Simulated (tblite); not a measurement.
Compound: C8H8O4.
Structure used (GFN2-xTB), in Å, numbered top down from 1:
```xyz
20
C8H8O4 angstrom
C     -0.0932    2.3641    0.3062
C     -0.0451    1.0317    0.2324
C      1.2164    0.2657    0.5501
O      1.6129   -0.4804   -0.5797
C      2.7927   -1.2119   -0.3660
C     -1.1884    0.2373   -0.1633
C     -1.2659   -1.0889   -0.3813
C     -2.6413   -1.4277   -0.7737
O     -3.1273   -2.4776   -1.0566
O     -3.3696   -0.2495   -0.7678
C     -2.5664    0.7901   -0.4102
O     -2.9673    1.9093   -0.3235
H     -0.9936    2.9106    0.0892
H      0.7728    2.9371    0.5912
H      2.0126    0.9663    0.8423
H      1.0293   -0.4116    1.4019
H      2.9950   -1.7478   -1.2908
H      3.6368   -0.5505   -0.1359
H      2.6740   -1.9293    0.4565
H     -0.4895   -1.8262   -0.3326
```

Level: GFN2-xTB in tblite, geometry and Hessian alike; calculated harmonic values, unscaled, isolated species. Errors from tens to a few hundred cm⁻¹ against measured bands are possible. One conformer, not necessarily the lowest.

Harmonic wavenumbers (cm⁻¹): 26.4, 62.0, 86.1, 108.4, 144.5, 156.1, 198.5, 233.3, 287.6, 319.4, 353.0, 411.0, 452.5, 561.9, 578.3, 614.2, 636.6, 664.6, 690.3, 763.7, 775.9, 831.8, 917.2, 921.9, 945.3, 972.8, 987.6, 1003.6, 1061.0, 1112.8, 1135.4, 1159.0, 1169.6, 1177.9, 1212.1, 1313.1, 1335.9, 1394.1, 1407.3, 1467.6, 1477.5, 1490.6, 1610.8, 1648.8, 1801.2, 1823.8, 2817.2, 2877.4, 2895.4, 2920.5, 3034.0, 3112.9, 3154.6, 3179.1.

A = 1389, B = 681.6, C = 469.0 MHz; mass 168.042 u (most abundant isotopes); point group C1, symmetry number 1.

Problem. Zero-point energy?

Solution. Half the sum of the wavenumbers: 31747 cm⁻¹ = 90.77 kcal/mol.

Problem. Entropy at 500 K, 1 bar (ideal gas, RRHO, classical rotation)?

Solution. Translation 43.86, rotation 32.50, vibration 60.52: S = 136.9 cal/(mol K).

Problem. And Cp and H(500 K) − H(0)?

Solution. Cp = 64.12 cal/(mol K), of which vibrations give 56.17 (their classical limit is 54 R = 107.3); H(500 K) − H(0) = 18.97 kcal/mol without the zero-point energy, 15.00 from vibrations.

Problem. Which modes carry the vibrational entropy at 500 K?

Solution. 26.4 cm⁻¹: 7.11; 62.0 cm⁻¹: 5.42; 86.1 cm⁻¹: 4.77; 108.4 cm⁻¹: 4.31; 144.5 cm⁻¹: 3.75; 156.1 cm⁻¹: 3.59 cal/(mol K); the other 48 give 31.58 together.

Problem. How do the functions run with temperature in this model?

Solution. 
```csv
T (K),S (cal/(mol K)),Cp (cal/(mol K)),H − H(0) (kcal/mol),G − H(0) (kcal/mol),ln q(vib)
50,63.1,14.9,0.55,-2.60,0.98
100,75.6,21.5,1.47,-6.09,2.64
298.15,109.1,44.0,7.95,-24.58,9.13
373.15,119.9,52.2,11.56,-33.17,11.48
750,166.2,80.3,37.19,-87.47,22.64
1000,190.8,90.3,58.60,-132.18,29.31
```

q(vib) and H(0) count from the zero-point level.

Problem. What must be added to the electronic energy to get the Gibbs energy at 500 K and 1 bar?

Solution. ZPE + [H(500 K) − H(0)] − T·S = 90.77 + 18.97 − 68.44 = 41.30 kcal/mol.

Problem. Blend soft modes into free rotors: weight 1/[1 + (100 cm⁻¹/ν̃)⁴] for the oscillator and the rest for a rotor with moment μB/(μ + B), μ = h/(8π²ν), B = 10⁻⁴⁴ kg m². What vibrational entropy results?

Solution. 55.24 cal/(mol K) in place of 60.52, which changes −T·S at 500 K by +2.64 kcal/mol.

Hindered rotation and anharmonicity are outside this model. Other conformers, if any are populated, would add a mixing term that is left out. The structure is chiral; the term R ln 2 for an equal mix with its mirror image is left out.

Run on x86-64 server, one thread, no GPU, shared host. The figure is for the frequency step alone.
